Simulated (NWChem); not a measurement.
Molecule: CH₃Mg, doublet; SMILES [Mg][CH3]

```xyz
5

Mg     0.0000     0.0000    -0.9511
C      0.0000     0.0000     1.1795
H      0.7294     0.7294     1.5714
H      0.2670    -0.9963     1.5714
H     -0.9963     0.2670     1.5714
```
Atoms are numbered in this order, from 1.

Results from NWChem. Geometry optimised at PBE0/def2-SVP; all other runs use it. Pople sets run with spherical d functions. Spin-unrestricted. In the optimisation the excess spin sits in a1 (C3v, its own frame). The spin multiplicity was typed, not searched, and may not be the lowest. Vzz has the sign of the potential's second derivative. Spin-orbit coupling enters the g values alone. Excited states of an open shell can be spin-contaminated.

| quantity | level | value |
|---|---|---|
| dipole (D) | M05-2X/def2-TZVP | 0.76 |
| Vzz Mg1 (a.u.) | PBE0/cc-pVTZ | -0.586 |
| Δg3 (ppt) | PBE0/x2c-SVPall, ZORA | [?] |
| vertical, lowest excitation (eV) | PBE0/6-31+G*, TDA | [?] |
| A(iso) 13C atom 2 (MHz) | CAM-B3LYP/def2-TZVP | 160 |
| highest harmonic frequency (cm⁻¹) | PBE0/def2-SVP | [?] |

Task: Complete the blanks.

Result: 
- Δg3 (ppt), value: -0.02
- vertical, lowest excitation (eV), value: 2.60
- highest harmonic frequency (cm⁻¹), value: 3144
